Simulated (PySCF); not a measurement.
Be(Me) (CH3Be), SMILES [CH3][Be+], charge +1.

The structure is a stationary point at PBE-D3(BJ)/def2-TZVPD. The multiplicity is an assumed one; other spin states were not compared. The isomer is the one that the SMILES or the coordinates give; other isomers of the formula were not compared.

Method: r2SCAN/def2-TZVPD in PySCF.

Symmetry labels are those of the subgroup Cs that the program uses (full group C3v).

Computed valence orbital energies around the gap with their symmetry:
```
orbital  symmetry  energy (eV)
-------  --------  -----------
HOMO−5         A'      -278.51
HOMO−4         A'      -117.31
HOMO−3         A'       -23.51
HOMO−2         A'       -15.77
HOMO−1         A"       -15.77
HOMO           A'       -14.29
LUMO           A'        -9.88
LUMO+1         A"        -7.24
LUMO+2         A'        -7.24
LUMO+3         A'        -3.39
```
